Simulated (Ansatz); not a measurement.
`CS[S][GeH3]` + `BOC[SiH2]C` → `BO[CH2][GeH3]` + `C[SiH2]SSC`  (redistribution)

Gas-phase electronic energies from Ansatz, PBE0-D4/def2-TZVP geometries. CCSD(T)/CBS adds triple-zeta CCSD(T) − MP2 to the extrapolated MP2 energy (def2 sets, frozen cores). DFT in def2-TZVPP. B3LYP here is the variant with VWN-RPA as its local correlation; programs differ in this. For Ge outer-core shells are correlated without core-valence functions, which leaves a few kJ/mol of doubt a bond. Scalar relativity is left out up to krypton. Each species was taken in one conformer, which may not be the lowest.

`CS[S][GeH3]`:

Cartesian coordinates in Å:
```
C -0.692 1.275 1.330
S -1.618 0.299 0.133
S -0.669 -1.518 0.225
Ge 0.881 -1.181 -1.346
H -0.750 0.827 2.321
H -1.167 2.259 1.349
H 0.348 1.386 1.025
H 1.774 -2.433 -1.363
H 0.190 -0.976 -2.700
H 1.703 0.063 -0.973
```

`BOC[SiH2]C`:

```xyz
14

B    -0.625    0.064   -2.503
O     0.102    0.383   -1.425
C     0.719   -0.604   -0.601
Si   -0.074   -0.597    1.120
C     0.029    1.100    1.888
H    -0.755   -1.088   -2.827
H    -1.121    0.971   -3.107
H     0.640   -1.594   -1.065
H     1.784   -0.359   -0.527
H     0.645   -1.610    1.944
H    -1.493   -1.023    0.973
H     1.069    1.398    2.039
H    -0.476    1.125    2.856
H    -0.444    1.837    1.235
```

`BO[CH2][GeH3]`:

```xyz
11

B    -0.855    1.930    0.053
O    -0.132    0.989    0.676
C     0.758    0.131   -0.021
Ge    0.114   -1.733    0.063
H    -0.750    2.084   -1.136
H    -1.585    2.587    0.735
H     0.862    0.445   -1.065
H     1.739    0.198    0.457
H    -0.003   -2.176    1.529
H     1.114   -2.639   -0.676
H    -1.262   -1.816   -0.615
```

`C[SiH2]SSC`:

```xyz
13

C     2.119   -0.457    0.835
Si    0.518    0.408    1.226
S    -0.087    1.733   -0.353
S    -0.397    0.290   -1.790
C    -2.133   -0.117   -1.540
H     2.929    0.265    0.715
H     2.021   -1.029   -0.090
H     2.384   -1.147    1.641
H     0.650    1.279    2.427
H    -0.571   -0.578    1.458
H    -2.298   -0.522   -0.542
H    -2.373   -0.881   -2.284
H    -2.761    0.757   -1.705
```

```
             level  ΔE (kJ/mol)  difference from CCSD(T)/CBS
            PBE-D4         -5.5                          2.7
         r2SCAN-D4         -5.0                          3.2
           PBE0-D4         -5.6                          2.6
          B3LYP-D4         -3.4                          4.8
           ωB97X-V         -4.9                          3.3
           ωB97M-V         -5.2                          3.0
            B2PLYP         -4.0                          4.2
               PBE         -4.2                          4.0
            r2SCAN         -4.7                          3.5
              PBE0         -4.4                          3.8
             B3LYP         -1.3                          6.9
     HF/def2-TZVPP          1.4                          9.6
    MP2/def2-TZVPP         -9.4                         -1.2
SCS-MP2/def2-TZVPP         -7.0                          1.2
   CCSD/def2-TZVPP         -6.1                          2.1
CCSD(T)/def2-TZVPP         -7.1                          1.1
     HF/def2-QZVPP          1.8                         10.0
    MP2/def2-QZVPP         -9.9                         -1.7
SCS-MP2/def2-QZVPP         -7.5                          0.7
      HF/CBS(def2)          1.9                         10.1
     MP2/CBS(def2)        -10.5                         -2.3
    CCSD/CBS(def2)         -7.3                          0.9
       CCSD(T)/CBS         -8.2                            0
```

Largest T1 diagnostic among the species: 0.013.

In def2-TZVPP, CCSD(T) changes the Hartree–Fock value by −8.5 kJ/mol (the triples alone add −0.9 kJ/mol) and MP2 by −10.8 kJ/mol.
